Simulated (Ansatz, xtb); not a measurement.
A geometry optimisation of FGeH4Si with r2SCAN-D4/def2-SVP

The starting geometry of this gas-phase doublet has its atoms placed at random.

```xyz
7

F     1.7713    1.1574   -0.9337
Ge    0.8226   -0.3277    0.2275
Si   -1.7710    0.4829   -1.1043
H     0.4561    0.1239   -1.7037
H     1.7957    1.2558   -0.1674
H    -0.6772    0.2263    0.2760
H     0.7007   -0.9425    1.6456
```

**Question.** Guess where an optimisation with r2SCAN-D4/def2-SVP ends from this start.

**Answer.** It falls apart into GeH3Si + FH. Distances that change by over a tenth: F1–Ge2 (2.11 → 3.21 Å), F1–H5 (0.77 → 0.93 Å), Ge2–H5 (1.90 → 3.02 Å), Ge2–H6 (1.60 → 1.86 Å). Contacts that close: Ge2–Si3 (3.03 → 2.32 Å), Si3–H4 (2.33 → 1.53 Å), Si3–H6 (1.78 → 1.65 Å).

The energy falls by 6.23 eV over 31 steps:

```tsv
step	E − E(last) (eV)
1	6.234
4	1.502
8	0.285
11	0.126
14	0.078
18	0.056
21	0.015
24	0.004
28	0.000
31	0.000
```

Final geometry (Å):

```xyz
7

F     2.2124    1.6038   -0.6836
Ge    0.7384   -0.9976    0.4714
Si   -0.9343   -0.0157   -0.8003
H    -0.1273    0.8425   -1.7799
H     1.4703    1.3994   -1.2086
H    -0.1644    0.6233    0.5174
H    -0.0969   -1.4796    1.7235
```

From the same start GFN2-xTB ends elsewhere, in pieces: GeH3Si + FH.

From so rough a start the end depends on the optimiser's path, so another program may land elsewhere. The end wasn't checked by frequencies. Open shells are spin-unrestricted. Run with Ansatz 0.2.0, 2.7 min on 1 thread of Intel(R) Xeon(R) 6975P-C (Granite Rapids), on a shared host.
